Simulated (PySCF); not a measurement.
Basis-set dependence of BeCl at r²SCAN

PySCF, UKS reference; doublet, unpaired electrons σ ↑; De to Be + Cl without counterpoise correction.

```csv
basis,relativity,functions,Re (Å),ωe (cm⁻¹),De (eV),μ (D)
3-21G,no relativity,22,1.856,792,4.23,-1.61
def2-SVP,no relativity,27,1.845,803,4.40,-0.92
pcseg-2,no relativity,49,1.807,842,4.48,-1.00
def2-TZVPP,no relativity,61,1.817,822,4.42,-0.83
cc-pVTZ/cc-pV(T+d)Z,no relativity,69,1.808,835,4.51,-0.84
```

**Question.** How does each smaller set differ from the one with most functions, cc-pVTZ/cc-pV(T+d)Z?

**Answer.** 3-21G: +4.8 pm, -5.1 % in ωe, -0.28 eV in De; def2-SVP: +3.7 pm, -3.8 % in ωe, -0.11 eV in De; pcseg-2: -0.1 pm, +0.8 % in ωe, -0.03 eV in De; def2-TZVPP: +0.9 pm, -1.6 % in ωe, -0.09 eV in De. All at r²SCAN; the set with most functions is neither the basis-set limit nor always the best.

A positive dipole means Be(−)Cl(+). 3-21G is very small, so such numbers show the basis as much as the molecule. The state is the lowest determinant that a PBE0 search found; another state may lie lower at other levels.
